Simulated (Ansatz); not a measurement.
Consider the ligand exchange at a B–N bond: `CNB(Cl)Cl` + H₂S → `SB(Cl)Cl` + CH₃NH₂.

Calculated with Ansatz (gas phase, PBE0-D4/def2-TZVP geometries, no zero-point term in ΔE). CCSD(T)/CBS is the MP2 limit (def2-TZVPP, def2-QZVPP) plus CCSD(T) − MP2 in def2-TZVPP, frozen cores. This one scheme is used for every species. Functionals use def2-TZVPP. One conformer a species, not always the lowest.

```csv
level,ΔE (kJ/mol)
LDA (SPW92),71.9
r2SCAN0-D4,66.9
ωB97X-V,68.6
PBE,58.8
PBE0,63.0
CAM-B3LYP,74.2
HF/def2-SVP,82.2
SCS-MP2/def2-TZVPP,67.9
```

(1) What does CCSD(T)/CBS give? (An estimate is asked.)

Largest T1 diagnostic among the species: 0.012.

Results:

(1) Computed: +67.8 kJ/mol. The listed levels differ from it by 4.1, -0.9, 0.8, -9.0, -4.8, 6.4, 14.4, 0.1 kJ/mol.

Leaving LDA and LC-ωPBE aside and taking each functional with its dispersion term where it has one, the values, not all of them listed here, spread over 17.1 kJ/mol, from revPBE-D4 to CAM-B3LYP-D4. LDA lies +13.0 kJ/mol from PBE without D4. From PBE to PBE0 (25 % exact exchange), in def2-TZVPP and without D4, ΔE moves by +4.1 kJ/mol.
